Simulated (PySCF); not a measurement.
## Dipole response of N²⁺ (nitrogen, charge +2)

[He] 2s2 2p1, 2P determinant. Computed with PySCF 2.14 in def2-QZVPPD (8s4p4d2f1g, 63 functions), with no relativity, point nucleus. Coupled (time-dependent) response in atomic units; α is the mean over directions.

```csv
method,mean α (bohr³),"α xx, yy, zz",C₆ (like pair),S(−4)
UHF,2.712,"2.822, 2.490, 2.822",3.837,9.180
PBE,2.585,"2.698, 2.360, 2.698",3.666,6.872
PBE0,2.599,"2.714, 2.368, 2.714",3.684,7.067
TPSS,2.617,"2.730, 2.391, 2.730",3.776,7.111
B97-3,2.573,"2.694, 2.329, 2.694",3.636,6.716
```

S(−4) is the Cauchy moment in α(ω) = α(0) + S(−4) ω² + …

α(iu) at B97-3:

```json
{"u (hartree)": "0", "α(iu) (bohr³)": "2.573"}
{"u (hartree)": "0.0500", "α(iu) (bohr³)": "2.556"}
{"u (hartree)": "0.100", "α(iu) (bohr³)": "2.508"}
{"u (hartree)": "0.200", "α(iu) (bohr³)": "2.337"}
{"u (hartree)": "0.300", "α(iu) (bohr³)": "2.112"}
{"u (hartree)": "0.500", "α(iu) (bohr³)": "1.657"}
{"u (hartree)": "0.750", "α(iu) (bohr³)": "1.222"}
{"u (hartree)": "1.00", "α(iu) (bohr³)": "0.9305"}
{"u (hartree)": "1.50", "α(iu) (bohr³)": "0.5892"}
{"u (hartree)": "2.00", "α(iu) (bohr³)": "0.4058"}
{"u (hartree)": "3.00", "α(iu) (bohr³)": "0.2258"}
{"u (hartree)": "5.00", "α(iu) (bohr³)": "0.09970"}
```

A single London oscillator, α(iu) = α/(1 + u²/ω²), gives C₆ = (3/4) ω α². Matching the computed C₆ needs ω = 4 × 3.636 / (3 × 2.573²) = 0.732 hartree.

For an ion, C₆ is the dispersion term alone; charge-induced terms of lower order in 1/R come first.

The components differ because the open shell of this determinant is not spherical; for a pure term their mean is the scalar polarisability.
